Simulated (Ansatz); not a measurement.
Species: sum formula AlHBr$_{2}$, charge 0, multiplicity 1. 
Structure (B3LYP-D3(BJ)/def2-TZVP (Ansatz, a first-principles code) minimum search):
SMILES: [AlH]([Br])[Br]
```xyz
4

Br     1.8719    -0.2022    -0.4928
Al     0.0186     0.9356     0.0878
Br    -1.8802    -0.2164     0.4535
H      0.0494     2.4876     0.2333
```

Computed values are from Ansatz. Cores are frozen in the correlated levels unless marked. Open shells are spin-unrestricted. No spin-orbit coupling. Frozen are the shells of the preceding noble gas and the d and f shells that filled before the atom's block. No relativistic terms. CBS marks a two-point X^-3 extrapolation of the correlation energy; Hartree-Fock from the larger set.

| Quantity | Value |
|---|---|
| atomisation energy De | 1064.7 kJ/mol at CCSD(T)/CBS(def2-TZVPPD,def2-QZVPPD) |
| vertical ionisation energy (to the doublet) | 11.27 eV at CCSD(T)/CBS(def2-TZVPPD,def2-QZVPPD) |
| total energy | -5388.1087 Eh at CCSD(T)/CBS(def2-TZVPPD,def2-QZVPPD) |
| dipole moment | 0.90 D at CCSD(T)/def2-SVPD |
| T1 diagnostic | 0.009 at CCSD/def2-QZVPPD |
